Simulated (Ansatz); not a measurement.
Reactions of AlH6NSiTe (`[SiH3][NH][AlH][TeH]`).

Calculated with Ansatz (gas phase, PBE0-D4/def2-TZVP geometries, no zero-point term in ΔE). CCSD(T)/CBS adds triple-zeta CCSD(T) − MP2 to the extrapolated MP2 energy (def2 sets, frozen cores). This one scheme is used for every species, atoms too. No spin–orbit coupling; open shells (•) take unrestricted orbitals. Spin–orbit coupling would lower the free atoms: a little for Al, Si; strongly for Te. Elements past krypton have def2 core potentials. For Te outer-core shells are correlated without core-valence functions, so the limit isn't a true one: a few kJ/mol of doubt a bond, and 10 to 20 or more in all where bonds break to atoms. Each species was taken in one conformer, which may not be the lowest.

```json
{"reaction": "`[SiH3][NH][AlH][TeH]` → Al• + 6 H• + N• + Si• + Te•", "CCSD(T)/CBS(def2) (kJ/mol)": "?"}
{"reaction": "`[SiH3][NH][AlH][TeH]` + `CO[SiH3]` → `[SiH3]OC[TeH]` + `[AlH2][NH][SiH3]`", "CCSD(T)/CBS(def2) (kJ/mol)": "154"}
{"reaction": "`[SiH3][NH][AlH][TeH]` + H₂O → `[OH][AlH][NH][SiH3]` + H₂Te", "CCSD(T)/CBS(def2) (kJ/mol)": "-12"}
{"reaction": "`[SiH3][NH][AlH][TeH]` + PH₃ → `P[TeH]` + `[AlH2][NH][SiH3]`", "CCSD(T)/CBS(def2) (kJ/mol)": "91"}
{"reaction": "`[SiH3][NH][AlH][TeH]` + `CC` → `C[CH2][AlH][TeH]` + `N[SiH3]`", "CCSD(T)/CBS(def2) (kJ/mol)": "114"}
{"reaction": "`[SiH3][NH][AlH][TeH]` → `N[SiH2][AlH][TeH]`", "CCSD(T)/CBS(def2) (kJ/mol)": "?"}
```

(1) Fill in the missing values. (Best estimate.)

Largest T1 diagnostic: 0.018, for Al•.

Results:

(1) Ansatz gave: `[SiH3][NH][AlH][TeH]` → Al• + 6 H• + N• + Si• + Te•: +2963.6 kJ/mol; `[SiH3][NH][AlH][TeH]` → `N[SiH2][AlH][TeH]`: +110.1 kJ/mol.
